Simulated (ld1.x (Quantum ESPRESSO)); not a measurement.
**An all-electron radial function and its pseudo partner (H (Z = 1))**

Columns: radius, all-electron u(r) and pseudo u(r) of the 1s shell (level -6.36 eV) of hydrogen in the configuration 1s1; LDA (PZ), scalar-relativistic, PAW scheme, ld1.x (Quantum ESPRESSO) 7.5.

```json
{"r (bohr)": "0.053", "all-electron": "0.0931", "pseudo": "0.0718"}
{"r (bohr)": "0.105", "all-electron": "0.1750", "pseudo": "0.1411"}
{"r (bohr)": "0.158", "all-electron": "0.2498", "pseudo": "0.2097"}
{"r (bohr)": "0.210", "all-electron": "0.3151", "pseudo": "0.2741"}
{"r (bohr)": "0.262", "all-electron": "0.3733", "pseudo": "0.3347"}
{"r (bohr)": "0.315", "all-electron": "0.4257", "pseudo": "0.3919"}
{"r (bohr)": "0.368", "all-electron": "0.4717", "pseudo": "0.4441"}
{"r (bohr)": "0.420", "all-electron": "0.5113", "pseudo": "0.4899"}
{"r (bohr)": "0.473", "all-electron": "0.5465", "pseudo": "0.5311"}
{"r (bohr)": "0.525", "all-electron": "0.5762", "pseudo": "0.5660"}
{"r (bohr)": "0.578", "all-electron": "0.6022", "pseudo": "0.5962"}
{"r (bohr)": "0.630", "all-electron": "0.6238", "pseudo": "0.6209"}
{"r (bohr)": "0.683", "all-electron": "0.6422", "pseudo": "0.6413"}
{"r (bohr)": "0.735", "all-electron": "0.6571", "pseudo": "0.6573"}
{"r (bohr)": "0.788", "all-electron": "0.6693", "pseudo": "0.6699"}
{"r (bohr)": "0.840", "all-electron": "0.6786", "pseudo": "0.6792"}
{"r (bohr)": "0.893", "all-electron": "0.6856", "pseudo": "0.6860"}
{"r (bohr)": "0.945", "all-electron": "0.6904", "pseudo": "0.6905"}
{"r (bohr)": "0.998", "all-electron": "0.6932", "pseudo": "0.6932"}
{"r (bohr)": "1.050", "all-electron": "0.6942", "pseudo": "0.6942"}
{"r (bohr)": "1.102", "all-electron": "0.6937", "pseudo": "0.6937"}
{"r (bohr)": "1.155", "all-electron": "0.6917", "pseudo": "0.6917"}
{"r (bohr)": "1.208", "all-electron": "0.6883", "pseudo": "0.6883"}
{"r (bohr)": "1.260", "all-electron": "0.6839", "pseudo": "0.6839"}
{"r (bohr)": "1.313", "all-electron": "0.6784", "pseudo": "0.6784"}
{"r (bohr)": "1.365", "all-electron": "0.6720", "pseudo": "0.6720"}
```

Problem. How many radial nodes do the two functions have?

Solution. The all-electron 1s function has n − l − 1 = 0; the pseudo-wave has 0.

Problem. At about which radius was the pseudo-wave matched?

Solution. 1.05 bohr. The columns agree to 0.0005 from 0.89 bohr on; several derivatives are matched, so the curves merge somewhat inside the radius.

Problem. Is the pseudo-wave norm-conserving?

Solution. No, it belongs to a PAW set: the norm inside the radius is not constrained, and the difference is carried by the augmentation charge.
